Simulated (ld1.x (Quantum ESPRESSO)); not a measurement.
palladium (Pd): one change to an RRKJ potential, before and after

palladium, norm-conserving RRKJ (Kleinman–Bylander form), made with ld1.x (Quantum ESPRESSO) 7.5 (Wu–Cohen, scalar-relativistic). Core [Ar] 3d10 4s2, reference 4p6 4d10 5s0. Waves: 4p (bound): rc 1.20 bohr; 4d (bound): rc 1.45 bohr; 5s (bound, empty): rc 2.75 bohr. Local part: the s channel. Core correction: none. rho0 = 0.001.

All-electron outer shells of the reference configuration (Wu–Cohen, scalar-relativistic, ld1.x):

```
shell  level (eV)  outermost node (bohr)  outermost maximum (bohr)
   4s      -85.28                   0.45                      0.85
   4p      -51.16                   0.46                      0.91
   4d       -4.04                   0.45                      1.10
   5s       -3.27                   1.15                      2.64
```

Change: wave 4p (bound): rc 1.20 bohr becomes 4p (bound): rc 1.68 bohr.

Cutoffs: the cutoffs (Ry, on a coarse ladder) from which the occupation-weighted sum of valence levels, in a spherical-Bessel basis at the reference potential, stays within 10 and 1 mRy of its value at 400 Ry; they do not see the model core or the augmentation charge, which bear on the density cutoff. Errors are all-electron minus pseudo energies relative to the spin-unpolarised reference configuration.

Q: How do hardness, ghosts and transferability respond?

A: The potential gets softer (100 Ry and 160 Ry → 60 Ry and 70 Ry); the errors of the 7 common tests hardly move; neither file shows a bound ghost. A larger radius leaves more room for a smooth pseudo-wave, so fewer plane waves are needed.

| quantity | base | changed |
| --- | --- | --- |
| cutoff, loose | 100 Ry | 60 Ry |
| cutoff, tight | 160 Ry | 70 Ry |
| loose cutoff by channel (10 mRy a level) | p 90 Ry, d 50 Ry | p 30 Ry, d 50 Ry |
| bound ghosts | none | none |
| error for 4p6 4d9 5s0, meV [ΔE 9.12 eV] | -46 | -46 |
| error for 4p6 4d8 5s0, meV [ΔE 29.95 eV] | -272 | -270 |
| error for 4p6 4d7 5s0, meV [ΔE 64.31 eV] | -770 | -759 |
| error for 4p6 4d6 5s0, meV [ΔE 113.66 eV] | -1553 | -1523 |
| error for 4p6 4d9 5s1, meV [ΔE 1.53 eV] | -58 | -58 |
| error for 4p6 4d9.5 5s0, meV [ΔE 3.23 eV] | -8.5 | -8.5 |
| error for 4p6 4d8 5s1, meV [ΔE 13.68 eV] | -238 | -234 |
| s: phases at 3.01 bohr within 0.05 rad from the reference energy up to (Ry; the scan ends near 5) | 2.0 | 2.0 |
| p: phases at 3.01 bohr within 0.05 rad from the reference energy up to (Ry; the scan ends near 5) | -0.5 | -0.5 |
| d: phases at 3.01 bohr within 0.05 rad from the reference energy up to (Ry; the scan ends near 5) | 0.9 | 0.9 |
